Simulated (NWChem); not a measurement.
CH₅AlO₂S; SMILES [OH][Al]([OH])[S]C

```xyz
10

Al    -0.0105     0.8105     0.0000
O      0.9397     2.2326    -0.0002
H      1.9040     2.2038    -0.0021
O     -1.7156     0.9495     0.0004
H     -2.1190     1.8268     0.0002
S      0.8474    -1.1943     0.0004
C     -0.6811    -2.2510    -0.0006
H     -1.5889    -1.6464     0.0031
H     -0.6601    -2.8834     0.8889
H     -0.6634    -2.8775    -0.8944
```
Atoms are numbered in this order, from 1.

Results from NWChem. Geometry: optimised at B3LYP/6-31G* (spherical d). Level M06-2X/def2-SVP: energy and gradient on several grids; changes count from the extra-fine grid, which is no exact limit either.

Problem. Which is the coarsest grid (xcoarse; fine; medium; coarse; xfine) from which on the energy stays within 500 μHa and each gradient component within 500 μHa/bohr of xfine?

Solution. medium.
```
grid     size of the energy change (μHa)  largest change of a gradient component (μHa/bohr)  time, medium = 1 (rough)
-------  -------------------------------  -------------------------------------------------  ------------------------
xcoarse                            10000                                               5000                   about 1
coarse                              2000                                                500                   about 1
medium                                10                                                300                   about 1
fine                                < 10                                                 40                   about 1
xfine                               < 10                                               < 30                         3
```
